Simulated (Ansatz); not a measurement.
`F[SiH](Cl)C[SiH3]` and `CS[SiH](F)Cl` differ in one atom or group.

Ansatz, PBE0-D4/def2-TZVP geometries, multiplicity 1. Each molecule was computed in one conformer, which needn't be the lowest.

| property | `F[SiH](Cl)C[SiH3]` |
| --- | --- |
| LUMO energy (PBE0/def2-TZVPP) / eV | 0.26 |
| size of the dipole moment (B3LYP/def2-TZVPP) / D | 1.86 |
| HOMO energy (ωB97M-V/def2-TZVPP) / eV | -11.07 |
| HOMO–LUMO gap (PBE/def2-TZVPP) / eV | 6.93 |
| HOMO–LUMO gap (PBE0/def2-TZVPP) / eV | 9.14 |
| LUMO energy (ωB97M-V/def2-TZVPP) / eV | 1.89 |

(1) What does the change do to each property? (Estimate.)

Results:

(1) Ansatz gave: 
```
                                        property  `CS[SiH](F)Cl`  shift
              LUMO energy (PBE0/def2-TZVPP) / eV           -0.27  -0.53
size of the dipole moment (B3LYP/def2-TZVPP) / D            1.35  -0.51
           HOMO energy (ωB97M-V/def2-TZVPP) / eV           -9.75   1.32
             HOMO–LUMO gap (PBE/def2-TZVPP) / eV            5.10  -1.83
            HOMO–LUMO gap (PBE0/def2-TZVPP) / eV            7.29  -1.85
           LUMO energy (ωB97M-V/def2-TZVPP) / eV            1.65  -0.24
```

With PBE0 the HOMO rises by 1.32 eV and the LUMO falls by 0.53 eV, so the gap narrows by about 1.85 eV. PBE moves the HOMO by 1.23 eV and ωB97M-V by 1.32 eV. Dipoles are sizes alone; their direction can turn.

B3LYP here is the variant with VWN-RPA as its local correlation; programs differ in this.
